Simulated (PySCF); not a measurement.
# Reading the logs of faulty runs: BC2H6

Calculated results; nothing here was measured. The program is PySCF 2.14.0, an open-source quantum chemistry code, run on an isolated molecule that a program drew, which may never have been made. The molecule is BC2H6 (charge 0, doublet), drawn as the SMILES string `B[CH]C`.

Each row is a Hartree-Fock (HF) and frozen-core CCSD(T) single point in the cc-pVDZ basis, meant for a local HF minimum. Run 1 is clean. Each other run has one planted mistake out of seven kinds, and not every kind appears here: one electron removed, one electron added, multiplicity raised by two, geometry at a saddle point, minimal basis STO-3G, one bond length entered in bohr, all coordinates scaled. The reference is restricted for singlets and unrestricted otherwise, and also for a bond in bohr. Adding or removing an electron swaps singlet and doublet. Electrons count all cores. HOMO and LUMO are orbital energies over both spins, the gradient is its largest component, and the lowest frequency (negative if imaginary) is given only where the gradient is small. Bond lengths are over the 8 bonds as drawn. T1 is the CCSD diagnostic: over 0.02 (restricted) or 0.045 (unrestricted) a single reference is doubtful.

Geometry of the clean run:
```xyz
9
BC2H6, angstrom
B    -0.5974   -0.0923    0.1414
C     0.7069   -0.8331    0.4569
C     2.0807   -0.4269    0.0108
H    -1.6477   -0.5077    0.5517
H    -0.5801    0.9125   -0.5204
H     0.6789   -1.7410    1.0569
H     2.0654    0.4858   -0.5856
H     2.7360   -0.2640    0.8733
H     2.5452   -1.2200   -0.5851
```

```
run,electrons,basis functions,<S^2>,HOMO (eV),LUMO (eV),gradient (hartree/bohr),lowest frequency (cm^-1),mean bond (Å),longest bond (Å),T1,HF (hartree),CCSD(T) (hartree),mistake
1,23,72,0.758,-10.05,1.26,2.7e-05,142,1.2260,1.533,0.0125,-103.87145,-104.27597,no fault
2,23,72,1.667,-11.35,1.19,4.4e-02,-,1.3929,2.835,0.0260,-103.74650,-104.11623,one bond length entered in bohr
3,24,72,0.000,-1.06,10.03,6.1e-02,-,1.2260,1.533,0.0122,-103.85883,-104.31520,one electron added
4,22,72,0.000,-18.87,-7.33,9.3e-02,-,1.2260,1.533,0.0178,-103.55408,-103.93770,one electron removed
5,23,72,3.772,-5.46,-2.33,1.7e-01,-,1.2260,1.533,0.0314,-103.62095,-104.01896,multiplicity raised by two
6,23,21,0.760,-8.91,4.95,2.3e-02,-,1.2260,1.533,0.0126,-102.61991,-102.79177,?
```

**Which mistake was planted in run 6, and what did it cost?**

It has 21 basis functions where the clean run has 72, with the same electrons and geometry. So the mistake is: minimal basis STO-3G. Subtracting run 1 and multiplying by 627.51 kcal/mol a hartree, the energy moved by 785.4 kcal/mol in HF and 931.3 kcal/mol in CCSD(T).

